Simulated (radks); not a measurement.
Polarisability of the fluorine ion F+, [He] 2s2 2p4, at imaginary frequency. Calculated with a radial shooting solver on a logarithmic mesh with Libxc functionals: scalar-relativistic Kohn-Sham, LDA (Slater exchange, VWN5 correlation), spin-polarised, spherical densities, finite nucleus; open shells are filled with parallel spins first; Fermi nuclear charge, rms radius 2.8976 fm. Response by self-consistent Sternheimer equations with the Hartree and adiabatic LDA kernel, the relativistic mass of each level held fixed and spin-orbit coupling left out.

w (hartree),alpha1(iw) (bohr^3)
0.00266,1.888
0.0143,1.888
0.0360,1.886
0.0697,1.881
0.118,1.867
0.186,1.836
0.280,1.776
0.413,1.668
0.605,1.490
0.892,1.235
1.35,0.9158
2.12,0.5795
3.59,0.2911
6.94,0.1028
17.5,0.01983

Static values: alpha1 = 1.888 bohr^3 (0.2798 angstrom^3; uncoupled 2.329). C6 = 3.535, triple-dipole C9 = 4.737 atomic units. One-pole (London) frequency 4 C6 / (3 alpha1^2) = 1.322 hartree, against 0.962 for minus the highest occupied eigenvalue.
